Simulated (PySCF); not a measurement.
## Phosphorus: a sound run and one with changed settings

Sound run: P⁺ [Ne] 3s2 3p2, P²⁺ [Ne] 3s2 3p1. Calculation: PySCF 2.14, in cc-pVTZ-DK (5s4p2d1f, 34 functions); the spin-free X2C one-electron Hamiltonian (Gaussian nucleus). In the sound run the correlated levels freeze [Ne]. The sound run starts from symmetry-adapted Hartree-Fock orbitals and uses a fine grid where one is needed.

Changed run: initial guess minao, at most 50 SCF cycles, level shift 2.0 hartree.

| species | method | sound run (hartree) | changed run (hartree) | converged |
| --- | --- | --- | --- | --- |
| P⁺ | UHF | -341.16747 | -341.16747 | yes |
| P⁺ | B3LYP | -341.72725 | -341.72725 | yes |
| P⁺ | LDA | -340.41639 | -340.41639 | yes |
| P⁺ | MP2 | -341.22986 | -341.18961 | yes |
| P⁺ | CCSD(T) | -341.25208 | -341.25208 | yes |
| P²⁺ | UHF | -340.46367 | -340.46367 | yes |
| P²⁺ | B3LYP | -341.00230 | -341.00230 | yes |
| P²⁺ | LDA | -339.68858 | -339.68858 | yes |
| P²⁺ | MP2 | -340.50966 | -340.47989 | yes |
| P²⁺ | CCSD(T) | -340.52924 | -340.52924 | yes |

Ionisation energy of P⁺:

| method | sound run (eV) | changed run (eV) |
| --- | --- | --- |
| UHF | 19.151 | 19.151 |
| B3LYP | 19.727 | 19.727 |
| LDA | 19.805 | 19.805 |
| MP2 | 19.598 | 19.312 |
| SCS-MP2 | 19.508 | 19.279 |
| CCSD | 19.636 | 19.636 |
| CCSD(T) | 19.670 | 19.670 |

A level shift leaves the converged SCF energy unchanged but raises the virtual orbital energies, which shrinks MP2 if it is not removed.

For comparison, NIST gives 19.769 eV between the lowest levels.
